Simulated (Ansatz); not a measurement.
H2Sn (SMILES [SnH2]) moved off its minimum; all values from Ansatz (a first-principles code), cores frozen in correlated methods. Elements past Kr take the def2 small-core potentials, without spin–orbit coupling.
(charge 0, multiplicity 1)
```xyz
3

Sn     0.02159     0.05014     0.15322
H     -0.16214    -1.26343    -1.21833
H     -0.12138     1.24204    -1.26135
```

Forces at B3LYP/def2-TZVPP (eV/Å):

```tsv
atom	Fx	Fy	Fz
Sn1	-0.186	-0.296	-1.553
H2	0.115	0.558	0.896
H3	0.072	-0.262	0.656
```

Question: Give the forces (eV/Å), the total energy and the dipole at CCSD(T)/def2-TZVPPD.

Answer: 
```csv
atom,Fx,Fy,Fz
Sn1,-0.190,-0.304,-1.581
H2,0.117,0.548,0.914
H3,0.073,-0.245,0.667
```
Energy -214.5925 hartree, dipole 1.31 D.

Doubts at one or more of the structures used: a restricted determinant that unrestricted orbitals would lower (CCSD(T)/def2-TZVPPD).
